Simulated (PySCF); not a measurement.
SMILES C#Cc1ccc(OC)s1, singlet, GFN2-xTB optimised geometry.

```
15

C     -1.98    -3.34     0.00
C     -1.22    -2.41     0.00
C     -0.35    -1.32     0.00
C      1.02    -1.32     0.00
C      1.58    -0.03     0.00
C      0.64     0.96     0.00
O      0.90     2.28     0.00
C     -0.21     3.15     0.00
S     -0.98     0.32     0.00
H     -2.64    -4.16     0.00
H      1.60    -2.22     0.00
H      2.64     0.18     0.00
H      0.20     4.16     0.00
H     -0.83     3.00    -0.89
H     -0.83     3.00     0.89
```

Density from PBE0/def2-TZVP in PySCF at that geometry.

Minimum of the electron density along straight lines between bonded atoms, close to the bond critical point (lines longer than 1.1 times the sum of covalent radii, or with two minima, are not listed):

| bond | length / Å | ρ at the minimum / e bohr⁻³ | ∇²ρ there / e bohr⁻⁵ | position (fraction from the first atom) |
|---|---|---|---|---|
| C1–C2 | 1.203 | [?] | -1.20 | 0.48 |
| C2–C3 | 1.397 | 0.305 | -0.90 | 0.52 |
| C3–C4 | 1.366 | 0.329 | -0.96 | 0.52 |
| C4–C5 | 1.407 | 0.306 | -0.88 | 0.50 |
| C5–C6 | 1.365 | 0.331 | -0.98 | 0.47 |
| C6–O7 | 1.344 | 0.305 | [?] | 0.34 |
| O7–C8 | 1.408 | 0.257 | -0.44 | 0.66 |
| C3–S9 | 1.750 | 0.204 | [?] | 0.47 |
| C6–S9 | 1.740 | 0.211 | -0.43 | 0.49 |
| C1–H10 | 1.048 | 0.300 | -1.14 | 0.66 |
| C4–H11 | 1.075 | 0.290 | -1.05 | 0.65 |
| C5–H12 | 1.074 | 0.288 | -1.04 | 0.65 |
| C8–H13 | 1.088 | 0.288 | -1.04 | 0.65 |
| C8–H14 | 1.095 | 0.283 | -0.99 | 0.65 |
| C8–H15 | 1.095 | 0.283 | -0.99 | 0.65 |

Task: Fill in the missing entries.

Result: 
- C1–C2, ρ at the minimum / e bohr⁻³: 0.416
- C6–O7, ∇²ρ there / e bohr⁻⁵: -0.54
- C3–S9, ∇²ρ there / e bohr⁻⁵: -0.39
